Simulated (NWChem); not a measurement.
**One site exchanged: Si, Sn, Ge, Pb**

Each species was optimised at PBE0/def2-SVP with NWChem, gas phase unless a solvent is named. All stand in one matching conformer (torsions within 35°), which need not be the lowest. Low-valent species are run as closed-shell singlets; no triplet was tried in these runs. Some are not confirmed as minima by frequencies. def2 effective core potentials on Sn, Pb; no spin-orbit coupling.

A: S[Si]N (SiNH$_{3}$S)
B: [NH2][Sn][SH] (SnNH3S)
C: [NH2][Ge][SH] (GeNH3S)
D: [Pb]([NH2])[SH] (PbNH3S)

| quantity | A (Si) | B (Sn) | C (Ge) | D (Pb) |
|---|---|---|---|---|
| Pauling electronegativity of the site (pymatgen's table) | 1.90 | 1.96 | 2.01 | 2.33 |
| electrons in the molecule | 40 | 76 | 58 | 108 |
| dipole (D), PBE0/def2-SVP | 1.55 | 1.95 | 1.54 | 2.84 |
| orbital gap (eV), PBE0/def2-SVP | 5.48 | 5.06 | 5.53 | 4.71 |
| static polarisability, PBE0/def2-SVPD (bohr³) | 63.4 | 77.5 | 66.4 | 80.3 |
| lowest singlet excitation, PBE0/def2-SVPD, TDA (eV) | 4.53 | 4.13 | 4.46 | 4.00 |

“Dipole (D), PBE0/def2-SVP” runs from 1.54 in C (Ge) to 2.84 in D (Pb). “Orbital gap (eV), PBE0/def2-SVP” runs from 4.71 in D (Pb) to 5.53 in C (Ge), in no step with either the site's electronegativity or the electron count. “Static polarisability, PBE0/def2-SVPD (bohr³)” runs from 63.4 in A (Si) to 80.3 in D (Pb), rising in step with the number of electrons. “Lowest singlet excitation, PBE0/def2-SVPD, TDA (eV)” runs from 4.00 in D (Pb) to 4.53 in A (Si), falling in step with the number of electrons. The order by orbital gap (eV) is neither the same as nor the reverse of the order by lowest singlet excitation.

These are trends among computed rows of three or four species; they are not measurements.
